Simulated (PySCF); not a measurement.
**Do core-level shifts follow atomic charges?**

C4H11AlO2S.
Cartesian coordinates in Å at the PBE0-D3(BJ)/def2-SVP level; atoms count from 1:
```xyz
19
C4H11AlO2S angstrom
C      2.378   -0.920   -1.137
C      1.974    0.142   -0.169
O      2.601    0.551    0.763
O      0.734    0.623   -0.490
C      0.120    1.469    0.435
S     -1.528    0.861    0.878
C     -2.358    0.970   -0.723
Al    -1.139   -1.603    1.073
H      2.288   -0.549   -2.167
H      1.690   -1.772   -1.031
H      3.406   -1.236   -0.928
H      0.706    1.523    1.366
H      0.003    2.477    0.008
H     -2.473    2.025   -1.009
H     -1.788    0.410   -1.474
H     -3.348    0.514   -0.597
H     -2.417   -1.973    1.959
H      0.304   -1.523    1.767
H     -1.182   -1.982   -0.488
```

Binding energies: delta-SCF UKS SCAN, pcX-2 on the ionised atom, pcseg-1 elsewhere, spin-free X2C in PySCF. Charges: PBE0/pcSseg-1 ground-state density, for the ionised atom.

```tsv
atom	environment	C 1s (eV)	Mulliken (e)	IAO (e)	Hirshfeld (e)	ESP (e)
C1	methyl carbon next to a carbonyl	291.42	-0.256	-0.463	-0.113	-0.581
C7	S-methyl carbon	291.97	-0.387	-0.501	-0.101	-0.442
C5	sp3 carbon bound to oxygen	293.40	-0.040	-0.152	+0.011	-0.300
C2	ester carbonyl carbon	294.85	+0.389	+0.538	+0.229	+0.765
```

Give the correlation coefficient and slope of binding energy on charge for each scheme.

Hirshfeld: r = 0.97, slope 9.4 eV per e; IAO: r = 0.96, slope 3.1 eV per e; Mulliken: r = 0.94, slope 4.3 eV per e; ESP: r = 0.92, slope 2.3 eV per e. On 4 points no scheme stands out.

The point-charge model writes a binding energy as kq + V + constant, with V the potential of the other atoms' charges at the site. What does it give with the Hirshfeld charges?

V = Σ 14.40 eV Å × q/r over all other atoms: +2.61 eV at C1, +2.84 eV at C7, +1.21 eV at C5, -3.40 eV at C2. Fitting binding energy − V to q gives k = 27.6 eV per e and leaves an rms residual of 0.02 eV, against 0.30 eV for the fit on q alone. The model has no term for differences in relaxation between sites.

Spin contamination (⟨S²⟩ against 0.75 for a pure doublet) is marked for C 1s of C2 (0.91), which makes this value less certain. Geometry: PBE0-D3(BJ)/def2-SVP, one conformer, isolated molecule.
